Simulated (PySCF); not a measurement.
Simulated absorption spectrum

Species: Si(NMe2)Cl3, C2H6Cl3NSi.
Geometry (PBE0-D3(BJ)/def2-SVP, Å), atoms numbered from 1 in this order:
```xyz
13
C2H6Cl3NSi angstrom
Si     0.081   -0.033   -1.575
N      0.057    0.109    0.120
C      1.018   -0.577    0.956
C     -1.089    0.627    0.833
H      1.383    0.099    1.750
H      1.888   -0.899    0.368
H      0.580   -1.468    1.444
H     -1.755    1.179    0.155
H     -1.676   -0.178    1.315
H     -0.762    1.327    1.622
Cl     2.019   -0.070   -2.238
Cl    -0.886    1.564   -2.419
Cl    -0.825   -1.730   -2.310
```

The calculation used TDDFT B3LYP/def2-SVPD, vertical, gas phase, core orbitals frozen in the response in PySCF.

Computed states:

| state | E (eV) | f |
| --- | --- | --- |
| S1 | 5.64 | 0.0072 |
| S2 | 6.26 | 0.0001 |
| S3 | 6.29 | 0.021 |
| S4 | 7.02 | 0.100 |
| S5 | 7.18 | 0.046 |
| S6 | 7.29 | 0.0009 |
| S7 | 7.36 | 0.0019 |
| S8 | 7.60 | 0.012 |
| S9 | 7.65 | 0.035 |
| S10 | 7.68 | 0.041 |

Each state is given a Gaussian of 0.3 eV full width at half maximum, with ε(max) = 2.175×10⁸ f / Δν̃ (Δν̃ the width in cm⁻¹). The width is an assumption, not a result. The curve ends short of the highest state used, and states not computed would add to its high-energy end.

(1) Give the broadened spectrum and its maxima.

(2) On this curve, what absorbance would a 10⁻⁵ mol/L sample give at 193 nm over a 1 cm path?

(3) Coming from long wavelengths, where does ε first pass 100 L mol⁻¹ cm⁻¹?

Answers

(1) 
(E (eV), ε (L mol⁻¹ cm⁻¹)): (5.19, 1), (5.27, 10), (5.35, 50), (5.43, 170), (5.52, 421), (5.60, 619), (5.68, 614), (5.76, 411), (5.85, 169), (5.93, 85), (6.01, 189), (6.09, 577), (6.17, 1241), (6.26, 1838), (6.34, 1715), (6.42, 1078), (6.50, 459), (6.58, 154), (6.67, 231), (6.75, 978), (6.83, 3074), (6.91, 6660), (6.99, 10130), (7.08, 11116)

Maxima: 220 nm (5.64 eV), ε about 650, made up of S1 (100%); 197 nm (6.29 eV), ε about 1900, made up of S3 (100%); 176 nm (7.06 eV), ε about 11000, made up of S4 (76%) and S5 (23%) (ε in L mol⁻¹ cm⁻¹; maxima over ε = 5, shares over 10%).

(2) 193 nm is 6.424 eV, where ε is about 1000 L mol⁻¹ cm⁻¹, so A = ε c l ≈ 0.01 (Beer–Lambert, with the gas-phase spectrum and the assumed width).

(3) At about 230 nm (5.39 eV), 0.25 eV below S1.
